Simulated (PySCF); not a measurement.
SMILES C(=C)c1ccc[c](c1)[GeH3] (C₈H₁₀Ge), GFN2-xTB optimised geometry.

```
19

C     -1.73    -2.49     0.00
C     -2.18    -1.25     0.00
C     -1.39    -0.03     0.00
C     -2.05     1.21     0.00
C     -1.33     2.39     0.00
C      0.05     2.37     0.00
C      0.73     1.15     0.00
Ge     2.68     1.11     0.03
C      0.00    -0.03     0.00
H     -2.40    -3.34     0.00
H     -0.68    -2.73     0.01
H     -3.26    -1.08     0.00
H     -3.13     1.23     0.00
H     -1.86     3.34    -0.01
H      0.61     3.29    -0.01
H      3.22     1.14     1.42
H      3.19    -0.14    -0.62
H      3.26     2.29    -0.69
H      0.54    -0.96     0.00
```

Density from CAM-B3LYP/def2-SVP in PySCF at that geometry.

Minimum of the electron density along straight lines between bonded atoms, close to the bond critical point (lines longer than 1.1 times the sum of covalent radii, or with two minima, are not listed):

```tsv
bond	length / Å	ρ at the minimum / e bohr⁻³	∇²ρ there / e bohr⁻⁵	position (fraction from the first atom)
C1–C2	1.327	0.345	[?]	0.50
C2–C3	1.459	0.277	[?]	0.50
C3–C4	1.396	0.310	-0.79	0.50
C4–C5	1.382	0.316	-0.83	0.50
C5–C6	1.383	0.315	-0.82	0.50
C6–C7	1.390	0.310	-0.79	0.50
C7–Ge8	1.952	[?]	0.06	0.53
C3–C9	1.394	0.309	-0.79	0.50
C7–C9	1.386	0.312	-0.80	0.50
C1–H10	1.077	0.284	-1.10	0.64
C1–H11	1.076	0.284	-1.10	0.64
C2–H12	1.084	0.283	-1.08	0.63
C4–H13	1.081	0.283	-1.08	0.63
C5–H14	1.081	0.283	-1.09	0.63
C6–H15	1.082	0.283	-1.08	0.63
Ge8–H16	1.497	0.142	0.08	0.59
Ge8–H17	1.495	0.142	0.08	0.59
Ge8–H18	1.495	0.142	0.08	0.59
C9–H19	1.081	0.284	-1.09	0.63
```

Question: Fill in the missing entries.

Answer: 
- C1–C2, ∇²ρ there / e bohr⁻⁵: -0.93
- C2–C3, ∇²ρ there / e bohr⁻⁵: -0.70
- C7–Ge8, ρ at the minimum / e bohr⁻³: 0.130
